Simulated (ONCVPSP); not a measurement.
# How hard is this samarium (Sm) ONCV potential?

* Element: Sm (Z = 62)
* Generator: ONCVPSP 4.0.1
* Type: optimised norm-conserving Vanderbilt (ONCV)
* Functional: PW91
* Relativity: scalar-relativistic
* Frozen core: [Kr] 4d10 5s2
* Valence charge: 14
* Reference configuration: 4f6 5p6 6s1.75 6p0.25
* Partial waves: 6s: rc 3.75 bohr, ncon 4, nbas 9, qcut 1.7 1/bohr, 1 projector; 5p+6p: rc 3.30 bohr, ncon 4, nbas 8, qcut 4.3 1/bohr, 3 projectors, debl 1.7 Ha; d scattering state at 0.03 Ha: rc 4.10 bohr, ncon 4, nbas 7, qcut 2.1 1/bohr, 3 projectors, debl 0.9 Ha; 4f: rc 0.95 bohr, ncon 4, nbas 8, qcut 19.8 1/bohr, 2 projectors, debl 2 Ha
* Local potential: polynomial inside 0.85 bohr (lpopt 5, dvloc0 3 Ha)
* Core correction: Teter function, fcfact 5.75, rcfact 1.8

In the d channel the program set the typed energies aside and used -0.073, 0.827, 1.727 Ha.

Question: For each optimised wave give the share of its norm inside rc, the residual kinetic energy above qcut (Ha) and the cutoffs (Ha) for errors of 10, 1, 0.1 and 0.01 mHa per electron.

Answer:

```csv
wave,norm inside rc,residual KE,10 mHa,1 mHa,0.1 mHa,0.01 mHa
6s,0.405,7.8e-04,0.7,1.6,8.4,16.1
5p,0.986,2.6e-07,4.6,6.0,7.0,8.1
6p,0.076,3.4e-08,2.9,4.7,6.2,7.2
p projector 3,0.202,9.6e-06,5.0,6.7,7.9,10.0
d projector 1,0.753,2.4e-02,3.0,8.9,11.2,14.6
d projector 2,0.397,2.1e-01,4.5,11.6,13.8,16.3
d projector 3,0.191,6.9e-01,4.5,7.5,15.9,19.9
4f,0.578,4.6e-05,126.6,147.8,169.1,not reached
f projector 2,0.119,2.7e-07,120.2,144.4,163.7,177.9
```

The occupied waves need 148 Ha and 169 Ha for 1 and 0.1 mHa. Note: ghosts flagged at negative energy: s at -507.4 eV, s at -102.6 eV; GHOST(+) flagged for d at 4.9 eV, p at 6.8 eV. A true bound ghost makes a file unfit for plane-wave use. Tests left out (the all-electron energies of this program are off by 10 to 40 meV for near-neutral 4f atoms).
